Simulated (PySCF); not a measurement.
C3H2F3, SMILES C(/F)=C\[C](F)F, multiplicity 2. Atoms are numbered in the order given.

```xyz
8

F     -0.1964     2.6393     0.0000
C      0.3387     1.4236     0.0000
C     -0.4931     0.3153     0.0000
C     -0.0590    -0.9819     0.0000
F     -0.8529    -2.0236     0.0000
F      1.2077    -1.3291     0.0000
H      1.4297     1.4071     0.0000
H     -1.5740     0.4714     0.0000
```
Charge 0, spin multiplicity 2.

Coordinates come from a PBE0-D3(BJ)/def2-SVP optimisation. The isomer is the one that the SMILES or the coordinates give; other isomers of the formula were not compared. The values are those of a single conformer.

These are PBE/pcH-1 (PySCF) values and carry that method's errors.

Unrestricted Kohn–Sham, ⟨S²⟩ = 0.761. Hyperfine tensors hold the contact and dipolar terms, without spin-orbit corrections.

Computed hyperfine couplings:
| nucleus | A(iso) (MHz) | A(iso) (G) | dipolar principal values (MHz) |
|---|---|---|---|
| 19F no. 1 | 66.5 | 23.7 | -206.0, -179.3, 385.3 |
| 13C no. 2 | 51.1 | 18.2 | -54.4, -54.0, 108.4 |
| 13C no. 3 | -41.5 | -14.8 | -18.0, 6.2, 11.8 |
| 13C no. 4 | 47.7 | 17.0 | -50.4, -48.8, 99.2 |
| 19F no. 5 | 58.0 | 20.7 | -155.2, -136.0, 291.2 |
| 19F no. 6 | 52.8 | 18.8 | -132.5, -110.6, 243.1 |
| 1H no. 7 | -42.4 | -15.1 | -22.1, -1.8, 24.0 |
| 1H no. 8 | 6.0 | 2.1 | -5.1, 0.8, 4.3 |

Q: And the g tensor (effective nuclear charges for spin-orbit coupling, GIAO)? (Estimate from the structure and the level; the computed values follow.)

A: principal values 2.0019, 2.0055, 2.0059; isotropic 2.0044.
